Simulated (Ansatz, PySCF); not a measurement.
Si(H)3(Cl) cation (ClH3Si), SMILES [SiH3]Cl (connectivity only; charge and spin as stated), charge +1, multiplicity 2. Atoms are numbered in the order given.

```xyz
5

Si    -0.8691     0.1466    -0.0624
Cl     1.0799     0.0151     0.0458
H     -1.5174    -1.1811    -0.6068
H     -1.5347     1.4034    -0.3975
H     -1.5794    -0.7897     0.9852
```
Charge +1, spin multiplicity 2.

The structure is a stationary point at ωB97X-D3(BJ)/def2-TZVP. The multiplicity is an assumed one; other spin states were not compared. The isomer is the one that the SMILES or the coordinates give; other isomers of the formula were not compared.

Two levels are set side by side: PBE-D3(BJ)/def2-TZVP (Ansatz, a program for electronic structure) and ωB97X-D3(BJ)/def2-TZVP (PySCF). Each level has its own optimised geometry; the coordinates shown are those of the second. Differences are taken from unrounded values.

```csv
quantity,ωB97X-D3(BJ),PBE-D3(BJ),PBE-D3(BJ) minus ωB97X-D3(BJ)
mean bond length (Å),1.642,1.654,0.013
bond Si1–Cl2 (Å),1.956,2.039,0.083
bond Si1–H3 (Å),1.575,1.550,-0.024
bond Si1–H4 (Å),1.461,1.477,0.016
bond Si1–H5 (Å),1.574,1.550,-0.024
```

Exact exchange shortens and stiffens bonds; PBE has none. Differences between two approximate levels are no errors against the true value.
